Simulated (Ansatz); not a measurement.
# What each rung costs, and what it gives

Saddle point of BSiH7O3, singlet (BH₃O₂ ([OH][BH][OH]) + SiH₄O ([OH][SiH3]) → BSiH₅O₃ ([OH][B]([OH])[O][SiH3]) + H₂; bonds formed: B1–O6, H2–H5; bonds broken: B1–H2, H5–O6), PBE0-D4/def2-TZVP structure:

B1  (1.032, 0.181, -0.066)
H2  (1.158, 0.775, -1.323)
O3  (1.859, 0.771, 0.870)
O4  (1.066, -1.200, -0.186)
H5  (0.137, 0.910, -1.020)
O6  (-0.486, 0.692, -0.037)
Si7  (-1.785, -0.364, 0.090)
H8  (1.746, 1.719, 0.954)
H9  (1.782, -1.576, 0.330)
H10  (-1.835, -1.272, -1.079)
H11  (-1.675, -1.125, 1.354)
H12  (-2.999, 0.488, 0.112)
(Å)

Barriers are electronic and count from the start structure reached by relaxing down the imaginary mode.

Program: Ansatz 0.2.0. Basis: as named in each row. Cores are frozen in the correlated methods. B3LYP uses VWN-RPA correlation. Extrapolation: Hartree–Fock as exp(−7.88 √X), correlation as X^−2.97.

Times are rough, for one single point on 8 threads of a shared host (Intel Xeon 6975P-C).

The estimate by CCSD(T) at an estimated basis limit (MP2 extrapolated from triple and quadruple zeta, plus CCSD(T) − MP2 in triple zeta) is 33.81 kcal/mol.

```
      method       basis  time (s)  barrier (kcal/mol)  method less estimate
          HF      STO-3G   under 1               50.51                 16.71
      PBE-D4      STO-3G   under 1               19.76                -14.04
       SPW92    def2-SVP   under 1               11.36                -22.44
    B3LYP-D4       6-31G   under 1               29.38                 -4.43
      PBE-D4    def2-SVP   under 1               21.81                -12.00
     PBE0-D4    def2-SVP   under 1               25.04                 -8.76
       SPW92  def2-TZVPP   under 1               17.14                -16.67
     BLYP-D4  def2-TZVPP   under 1               31.95                 -1.86
      PBE-D4  def2-TZVPP         1               26.90                 -6.91
     wB97M-V    def2-SVP         1               26.87                 -6.94
     PBE0-D4  def2-TZVPP         1               29.52                 -4.28
CAM-B3LYP-D4  def2-TZVPP         1               33.25                 -0.56
    B3LYP-D4  def2-TZVPP         1               33.54                 -0.27
    BHLYP-D4  def2-TZVPP         1               36.85                  3.04
   r2SCAN-D4  def2-TZVPP         2               28.51                 -5.30
  r2SCAN0-D4  def2-TZVPP         2               30.40                 -3.40
     CCSD(T)    def2-SVP         2               32.53                 -1.27
      B2PLYP  def2-TZVPP         2               34.13                  0.33
     wB97X-V  def2-TZVPP         2               32.97                 -0.83
     wB97M-V  def2-TZVPP         2               32.41                 -1.40
    PBE-QIDH  def2-TZVPP         3               31.22                 -2.58
      B97M-V  def2-TZVPP         3               31.95                 -1.86
  RPA on PBE  def2-TZVPP         3               34.06                  0.26
         MP2  def2-QZVPP         8               32.10                 -1.71
     CCSD(T)  def2-TZVPP        29               33.43                 -0.38
```

All methods are single points on the PBE0-D4 structures.

The T1 diagnostic stays at or below 0.013.

The step is the kind of ligand exchange by which a precursor binds to a hydroxyl group, or is hydrolysed, in atomic layer deposition of oxides.

Labels in which every atom is bracketed show which atoms are joined, not bond orders.
